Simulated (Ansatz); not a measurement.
`BC1=CC1F` + `C#C[SiH2]O` → `BO[SiH2]C#C` + `FC1C=C1` at 500 K and 1 bar (ligand exchange at a B–C bond).

Isolated molecules relaxed with PBE0-D4/def2-TZVP in Ansatz; ΔE leaves out vibrations. CBS: MP2 limit from def2 TZ/QZ plus the TZ coupled-cluster correction, frozen cores. Each species was taken in one conformer, which may not be the lowest.

```tsv
species	CCSD(T)/CBS energy (Eh)	H − E (kJ/mol)	S (J/(mol·K))
`BC1=CC1F`	-241.03882	195.1	360.9
`C#C[SiH2]O`	-442.75166	170.6	362.2
`BO[SiH2]C#C`	-468.17507	210.4	408.7
`FC1C=C1`	-215.65206	156.3	305.2
```

H − E and S are ideal-gas, rigid-rotor, harmonic terms from PBE0-D4/def2-TZVP, for one conformer and one mirror image of each species. 1 Eh = 2625.50 kJ/mol, R = 8.31446 J/(mol·K).

Problem. By hand: ΔE, ΔH, ΔS and ΔG.

Solution. ΔE = (-468.17507) + (-215.65206) − (-241.03882) − (-442.75166) = -0.03665 Eh = -96.2 kJ/mol. Δ(H − E) = 210.4 + 156.3 − 195.1 − 170.6 = 1.0, so ΔH = -95.2 kJ/mol. ΔS = 408.7 + 305.2 − 360.9 − 362.2 = -9.2 J/(mol·K). ΔG = -95.2 − 500 × (-9.2)/1000 = -90.6 kJ/mol.

Problem. By hand: the equilibrium constant, and the temperature at which ΔG would vanish if ΔH and ΔS stayed fixed.

Solution. log₁₀ K = −ΔG/(RT ln 10) = 9.5. ΔG = 0 at ΔH/ΔS = 10348 K, far beyond where these terms or the molecules hold.

The number of gas molecules stays the same, so ΔS is small and ΔH decides. A doubt of 5 kJ/mol in ΔE shifts log₁₀ K by 0.5 here. Other conformers and mirror images would add mixing entropy, several J/(mol·K) or more a flexible species. Modes under 60 cm⁻¹, often nearly free rotors, make the harmonic entropy too high. These are equilibria of isolated gas molecules and say nothing of rates. Largest T1 diagnostic: 0.014 (customary marks: 0.02 for closed shells, 0.045 for open ones).
